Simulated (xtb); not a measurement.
CH$_{3}$S, doublet, at a GFN2-xTB geometry; xtb 6.7.1 with GFN2-xTB with ALPB(water).

xtb was given this input:
```
$ xtb mol.xyz --gfn 2 --chrg 0 --uhf 1 --alpb water --json

# file mol.xyz
5

C      0.08133729     1.12203680    -0.12550724
S     -0.07291609    -0.56203814     0.13309778
H      0.80181200    -0.95782336    -0.79481219
H     -0.53276719     1.73924269     0.49787221
H      0.40958879     1.47897019    -1.07958105
```

What the program printed (banner, timings and long lists left out):

```
   ID    Z sym.   atoms
    1    6 C      1
    2   16 S      2
    3    1 H      3-5

           -------------------------------------------------
          |                Calculation Setup                |
           -------------------------------------------------

           -------------------------------------------------
          |                 G F N 2 - x T B                 |
           -------------------------------------------------

      * Solvation model:               ALPB
        Solvent                        water
        Parameter file                 internal GFN2-xTB/ALPB
        Dielectric constant                8.0200E+01
        Reference state                gsolv [1 M gas/solution]
        Free energy shift                  1.0808E-03 Eh       6.7819E-01 kcal/mol
        Temperature                        2.9815E+02 K
        Density                            1.0000E+00 kg/L
        Solvent mass                       1.8000E+01 g/mol
        Interaction kernel             P16
        Born radius scaling (c1)           1.4744E+00
        Born radii integrator          GBOBC
        Born offset                        0.0000E+00 a0       0.0000E+00 AA
        H-bond correction              true
        Ion screening                  false
        Surface tension                    1.0000E-05 Eh       1.5569E+01 dyn/cm
        Grid points                               230 per atom

          ...................................................
          :                      SETUP                      :
          :.................................................:
          :  # basis functions                  17          :
          :  # atomic orbitals                  16          :
          :  # shells                            8          :
          :  # electrons                        13          :
          :  max. iterations                   250          :
          :  Hamiltonian                  GFN2-xTB          :
          :  restarted?                      false          :
          :  GBSA solvation                   true          :
          :  PC potential                    false          :
          :  electronic temp.          300.0000000     K    :
          :  accuracy                    1.0000000          :
          :  -> integral cutoff          0.2500000E+02      :
          :  -> integral neglect         0.1000000E-07      :
          :  -> SCF convergence          0.1000000E-05 Eh   :
          :  -> wf. convergence          0.1000000E-03 e    :
          :  Broyden damping             0.4000000          :
          :  net charge                          0          :
          :  unpaired electrons                  1          :
          ...................................................

 iter      E             dE          RMSdq      gap      omega  full diag
   1     -6.8903750 -0.689037E+01  0.334E+00    3.33       0.0  T
   2     -6.8920928 -0.171788E-02  0.176E+00    3.41       1.0  T
   3     -6.8922797 -0.186886E-03  0.723E-01    3.23       1.0  T
   4     -6.8925130 -0.233286E-03  0.304E-01    3.26       1.0  T
   5     -6.8925305 -0.174960E-04  0.969E-02    3.26       1.0  T
   6     -6.8925319 -0.140117E-05  0.329E-02    3.27       1.4  T
   7     -6.8925340 -0.209533E-05  0.114E-02    3.27       3.9  T
   8     -6.8925341 -0.870003E-07  0.171E-03    3.27      26.2  T
   9     -6.8925341  0.112219E-08  0.705E-04    3.27      63.4  T
  10     -6.8925341 -0.125589E-08  0.272E-04    3.27     164.6  T

   *** convergence criteria satisfied after 10 iterations ***

         :::::::::::::::::::::::::::::::::::::::::::::::::::::
         ::                     SUMMARY                     ::
         :::::::::::::::::::::::::::::::::::::::::::::::::::::
         :: total energy              -6.829123997159 Eh    ::
         :: total w/o Gsasa/hb        -6.829470536786 Eh    ::
         :: gradient norm              0.003819416055 Eh/a0 ::
[...]
         :: repulsion energy           0.063410075351 Eh    ::
         :: add. restraining           0.000000000000 Eh    ::
         :: total charge              -0.000000000000 e     ::
         :::::::::::::::::::::::::::::::::::::::::::::::::::::

           -------------------------------------------------
          |                Property Printout                |
           -------------------------------------------------

    * Orbital Energies and Occupations

         #    Occupation            Energy/Eh            Energy/eV
      -------------------------------------------------------------
         1        2.0000           -0.7219317             -19.6448
         2        2.0000           -0.5731159             -15.5953
         3        2.0000           -0.5107426             -13.8980
         4        2.0000           -0.4746296             -12.9153
         5        2.0000           -0.4541224             -12.3573
         6        2.0000           -0.4206302             -11.4459
         7        1.0000           -0.3069648              -8.3529 (HOMO)
         8                         -0.1868916              -5.0856 (LUMO)
         9                         -0.1135108              -3.0888
        10                         -0.0209387              -0.5698
        11                         -0.0078660              -0.2140
        12                          0.0331152               0.9011
        13                          0.1860996               5.0640
        14                          0.2956502               8.0451
        15                          0.3315520               9.0220
        16                          0.6005965              16.3431
      -------------------------------------------------------------
                  HL-Gap            0.1200733 Eh            3.2674 eV
             Fermi-level           -0.3053628 Eh           -8.3093 eV

     #   Z          covCN         q      C6AA      α(0)
     1   6 C        2.828    -0.104    30.620     9.067
     2  16 S        1.898    -0.222   150.548    20.651
     3   1 H        0.923     0.245     0.895     1.480
     4   1 H        0.927     0.033     2.550     2.497
     5   1 H        0.927     0.049     2.337     2.390

 Mol. C6AA /au·bohr⁶  :        477.987467
 Mol. C8AA /au·bohr⁸  :      16830.448296
 Mol. α(0) /au        :         36.085887

Wiberg/Mayer (AO) data.
largest (>0.10) Wiberg bond orders for each atom

 ---------------------------------------------------------------------------
     #   Z sym  total        # sym  WBO       # sym  WBO       # sym  WBO
 ---------------------------------------------------------------------------
     1   6 C    3.425 --     2 S    1.454     4 H    0.983     5 H    0.981
     2  16 S    2.401 --     1 C    1.454     3 H    0.924
     3   1 H    0.940 --     2 S    0.924
     4   1 H    0.999 --     1 C    0.983
     5   1 H    0.998 --     1 C    0.981
 ---------------------------------------------------------------------------

Topologies differ in total number of bonds
Writing topology from bond orders to xtbtopo.mol

molecular dipole:
                 x           y           z       tot (Debye)
 q only:        0.391      -0.186      -0.468
   full:        0.336       0.060      -0.575       1.700
molecular quadrupole (traceless):
                xx          xy          yy          xz          yz          zz
 q only:       -0.172      -1.113       0.124      -0.982       0.904       0.047
  q+dip:       -0.134      -1.836      -0.702      -1.717       1.042       0.837
   full:       -0.163      -1.883      -0.404      -1.730       1.124       0.568

           -------------------------------------------------
          | TOTAL ENERGY               -6.829123997159 Eh   |
          | GRADIENT NORM               0.003819416055 Eh/α |
          | HOMO-LUMO GAP               3.267359810929 eV   |
           -------------------------------------------------

normal termination of xtb
```
